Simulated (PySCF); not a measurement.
Finite-field polarisability of Be (beryllium, neutral)

[He] 2s2, closed-shell 1S. Computed with PySCF 2.14 in ANO-RCC-VTZP, with scalar relativity by spin-free X2C-1e. Frozen: 1s2. Energy changes in a uniform field (μhartree):

```
axis  F (au)        HF       MP2      CCSD   CCSD(T)
   x  0.0021   -96.733   -90.115   -80.383   -80.383
   x  0.0042  -386.858  -360.413  -321.559  -321.559
```

Derive α along x at CCSD(T) from the two fields.

With ΔE = −αF²/2 − γF⁴/24, α = −(16 ΔE(F) − ΔE(2F))/(6F²) = 36.45 bohr³.

And the mean polarisability at each level?

HF 43.87, MP2 40.87, CCSD 36.45, CCSD(T) 36.45 bohr³. Reference: 37.74 ± 0.03 bohr³ (recommended; Schwerdtfeger and Nagle, table of static dipole polarizabilities (2023 update)).

The basis has no added diffuse functions, which lowers α.
